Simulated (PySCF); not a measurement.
A calculated (UHF, PySCF 2.14, x2c-QZVPPall with one added diffuse shell each of s, p, d, f type, scalar relativity by spin-free X2C-1e) atom or ion has these occupied shells.

```json
{"shell": "1s α", "electrons": "1", "orbital energy (eV)": "-4082.4", "rms radius, mean of both spins (bohr)": "0.0888"}
{"shell": "1s β", "electrons": "1", "orbital energy (eV)": "-4082.4", "rms radius, mean of both spins (bohr)": "0.0888"}
{"shell": "2s α", "electrons": "1", "orbital energy (eV)": "-458.85", "rms radius, mean of both spins (bohr)": "0.393"}
{"shell": "2s β", "electrons": "1", "orbital energy (eV)": "-458.68", "rms radius, mean of both spins (bohr)": "0.393"}
{"shell": "2p α", "electrons": "3", "orbital energy (eV)": "-368.39", "rms radius, mean of both spins (bohr)": "0.362"}
{"shell": "2p β", "electrons": "3", "orbital energy (eV)": "-368.28", "rms radius, mean of both spins (bohr)": "0.362"}
{"shell": "3s α", "electrons": "1", "orbital energy (eV)": "-59.204", "rms radius, mean of both spins (bohr)": "1.25"}
{"shell": "3s β", "electrons": "1", "orbital energy (eV)": "-58.412", "rms radius, mean of both spins (bohr)": "1.25"}
{"shell": "3p α", "electrons": "3", "orbital energy (eV)": "-34.487", "rms radius, mean of both spins (bohr)": "1.40"}
{"shell": "3p β", "electrons": "3", "orbital energy (eV)": "-33.583", "rms radius, mean of both spins (bohr)": "1.40"}
{"shell": "4s α", "electrons": "1", "orbital energy (eV)": "-5.252", "rms radius, mean of both spins (bohr)": "4.69"}
{"shell": "3d α", "electrons": "1", "orbital energy (eV)": "-3.425", "rms radius, mean of both spins (bohr)": "3.77"}
```

Task: Name the element and its charge.

Result: Ca (calcium, neutral), in [Ar] 3d1 4s1, high-spin 3D determinant (an excited configuration).
